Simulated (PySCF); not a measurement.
C3H7O, doublet, at a GFN2-xTB geometry; PySCF with CCSD(T)/STO-3G.

Input for PySCF:
```python
from pyscf import gto, scf, cc

mol = gto.Mole()
mol.atom = '''
    O     0.088811    1.416241   -0.023297
    C     0.009630    0.141363    0.272582
    H     0.011015    0.113569    1.397095
    C    -1.320148   -0.544042   -0.118769
    C     1.241097   -0.704773   -0.125896
    H    -1.363614   -0.612812   -1.203309
    H     1.269613   -0.778060   -1.210636
    H    -2.162933    0.052623    0.219422
    H     2.153726   -0.218269    0.207411
    H    -1.381992   -1.540742    0.308007
    H     1.180218   -1.701533    0.300877
'''
mol.basis = 'sto-3g'
mol.charge = 0
mol.spin = 1
mol.verbose = 4
mol.build()

mf = scf.UHF(mol)
mf.kernel()

mycc = cc.CCSD(mf, frozen=4)
mycc.kernel()
et = mycc.ccsd_t()
print('E(CCSD(T)) = %.10f' % (mycc.e_tot + et))
```

What the program printed (banner, timings and long lists left out):

```
PySCF version 2.14.0

[INPUT] verbose = 4
[INPUT] num. atoms = 11
[INPUT] num. electrons = 33
[INPUT] charge = 0
[INPUT] spin (= nelec alpha-beta = 2S) = 1
[INPUT] symmetry False subgroup None
[INPUT] Mole.unit = angstrom
[INPUT] Symbol           X                Y                Z      unit          X                Y                Z       unit  Magmom
[...]
nuclear repulsion = 126.373919556246
number of shells = 19
number of NR pGTOs = 81
number of NR cGTOs = 27
basis = sto-3g
ecp = {}

******** <class 'pyscf.scf.uhf.UHF'> ********
method = UHF
initial guess = minao
damping factor = 0
level_shift factor = 0
DIIS = <class 'pyscf.scf.diis.CDIIS'>
diis_start_cycle = 1
diis_space = 8
diis_damp = 0
SCF conv_tol = 1e-09
SCF conv_tol_grad = None
SCF max_cycles = 50
direct_scf = True
direct_scf_tol = 1e-13
number electrons alpha = 17  beta = 16
Set gradient conv threshold to 3.16228e-05
init E= -190.506275213221

cycle= 1 E= -189.83620670956  delta_E= 0.67  |g|= 0.462  |ddm|= 2.71
cycle= 2 E= -190.045812977069  delta_E= -0.21  |g|= 0.261  |ddm|= 0.892
cycle= 3 E= -190.09334856204  delta_E= -0.0475  |g|= 0.0865  |ddm|= 0.338
cycle= 4 E= -190.106406443497  delta_E= -0.0131  |g|= 0.0191  |ddm|= 0.218
cycle= 5 E= -190.107076251648  delta_E= -0.00067  |g|= 0.00645  |ddm|= 0.0418
cycle= 6 E= -190.107148827796  delta_E= -7.26e-05  |g|= 0.00293  |ddm|= 0.0162
cycle= 7 E= -190.107166213419  delta_E= -1.74e-05  |g|= 0.000833  |ddm|= 0.0112
cycle= 8 E= -190.107167432321  delta_E= -1.22e-06  |g|= 0.000348  |ddm|= 0.00264
cycle= 9 E= -190.107167636999  delta_E= -2.05e-07  |g|= 0.000162  |ddm|= 0.000995
cycle= 10 E= -190.107167697102  delta_E= -6.01e-08  |g|= 5.3e-05  |ddm|= 0.000672
cycle= 11 E= -190.107167703382  delta_E= -6.28e-09  |g|= 1.96e-05  |ddm|= 0.000192
cycle= 12 E= -190.107167704291  delta_E= -9.1e-10  |g|= 7.67e-06  |ddm|= 6.86e-05
Extra cycle  E= -190.107167704382  delta_E= -9.02e-11  |g|= 5.21e-06  |ddm|= 1.27e-05
converged SCF energy = -190.107167704382  <S^2> = 0.75611773  2S+1 = 2.0061084

******** <class 'pyscf.cc.uccsd.UCCSD'> ********
CC2 = 0
CCSD nocc = (np.int64(13), np.int64(12)), nmo = (23, 23)
frozen orbitals 4
max_cycle = 50
direct = 0
conv_tol = 1e-07
conv_tol_normt = 1e-06
diis_space = 6
diis_start_cycle = 0
diis_start_energy_diff = 1e+09
Init t2, MP2 energy = -0.167187167800092
Init E_corr(UCCSD) = -0.16718716782663
cycle = 1  E_corr(UCCSD) = -0.204808031484938  dE = -0.0376208637  norm(t1,t2) = 0.072725
cycle = 2  E_corr(UCCSD) = -0.216860728925687  dE = -0.0120526974  norm(t1,t2) = 0.0285584
cycle = 3  E_corr(UCCSD) = -0.224475686075321  dE = -0.00761495715  norm(t1,t2) = 0.013583
cycle = 4  E_corr(UCCSD) = -0.224634657969837  dE = -0.000158971895  norm(t1,t2) = 0.00381131
cycle = 5  E_corr(UCCSD) = -0.224612033960984  dE = 2.26240089e-05  norm(t1,t2) = 0.001904
cycle = 6  E_corr(UCCSD) = -0.224639652604884  dE = -2.76186439e-05  norm(t1,t2) = 0.00075537
cycle = 7  E_corr(UCCSD) = -0.224635889748766  dE = 3.76285612e-06  norm(t1,t2) = 0.000234717
cycle = 8  E_corr(UCCSD) = -0.224635797427684  dE = 9.23210816e-08  norm(t1,t2) = 9.25597e-05
cycle = 9  E_corr(UCCSD) = -0.22463632457552  dE = -5.27147836e-07  norm(t1,t2) = 4.49316e-05
cycle = 10  E_corr(UCCSD) = -0.224636323579163  dE = 9.96356969e-10  norm(t1,t2) = 1.67713e-05
cycle = 11  E_corr(UCCSD) = -0.224635829024425  dE = 4.94554738e-07  norm(t1,t2) = 6.2859e-06
cycle = 12  E_corr(UCCSD) = -0.224635466918625  dE = 3.621058e-07  norm(t1,t2) = 2.84117e-06
cycle = 13  E_corr(UCCSD) = -0.224635319777583  dE = 1.47141042e-07  norm(t1,t2) = 1.49657e-06
cycle = 14  E_corr(UCCSD) = -0.224635321819448  dE = -2.04186495e-09  norm(t1,t2) = 7.70117e-07
UCCSD converged
E(UCCSD) = -190.331803026201  E_corr = -0.2246353218194476
UCCSD(T) correction = -0.00174380615048611
E(CCSD(T)) = -190.3335468324
```
